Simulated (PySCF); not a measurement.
## O²⁺: ionisation energy

O²⁺ [He] 2s2 2p2 (3P) → O³⁺ [He] 2s2 2p1 (2P), as a difference of total energies. Computed with PySCF 2.14 in aug-cc-pVQZ-DK (6s5p4d3f2g, 80 functions), with scalar relativity by spin-free X2C-1e. Correlated levels: valence: 1s2 frozen. The calculations carry no spin-orbit coupling.

| method | ionisation energy (eV) |
| --- | --- |
| UHF | 54.603 |
| LDA | 55.412 |
| PBE | 55.261 |
| PBE0 | 55.296 |
| r2SCAN | 55.593 |
| PW91 | 55.396 |
| BLYP | 55.256 |
| MN15 | 55.072 |
| revPBE | 55.188 |
| MP2 (valence) | 55.035 |
| SCS-MP2 (valence) | 54.882 |

Q: How much does correlation contribute at MP2 (valence)?

A: 55.035 − (54.603) = 0.432 eV, measured against UHF.

A first-order spin-orbit estimate (lowest level to lowest level, LS coupling) adds -0.005 eV.

Errors of the correlated levels include the incompleteness of this basis and the frozen core.

For comparison: 54.936 eV (semi-empirical (NIST evaluation); NIST Atomic Spectra Database, ionization energies).
